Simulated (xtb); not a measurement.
C4H7FO, SMILES C[C@@]1(F)CCO1. All values are semi-empirical tight-binding results from xtb (GFN2-xTB unless named), good for trends rather than for accurate numbers. Geometry optimised at GFN2-xTB. The structure was generated by enumeration; whether it is a known compound was not checked.

Computed properties:
| Item | Value |
|---|---|
| orbital gap | 10.75 eV |
| dipole moment | 3.19 D |
| zero-point energy | 65.4 kcal/mol |
| G − E(el) at 298.15 K (modified RRHO) | 46.8 kcal/mol |
| static polarisability (D4 model) | 51.7 bohr³ |
| solvation energy, GFN2-xTB/ALPB(water) | -3.8 kcal/mol |
| solvation energy, GFN2-xTB/ALPB(ether) | -6.0 kcal/mol |

Q: Give the IR lines (harmonic; lines under 4 % of the strongest left out, lines within 3 cm⁻¹ merged). (The exact figures need the calculation; the answer reports its results.)

A: ν (cm⁻¹): 426 (w), 469 (w), 664 (w), 874 (s), 898 (w), 943 (w), 977 (w), 1054 (s), 1113 (w), 1133 (vs), 1154 (w), 1177 (m), 1202 (m), 1257 (m), 1264 (m), 1383 (m), 2951 (m), 2968 (m), 3039 (w), 3045 (m), 3052 (w), 3058 (w) (against the strongest line: vs over 80 %, s over 45 %, m over 15 %, w over 4 %, vw less)
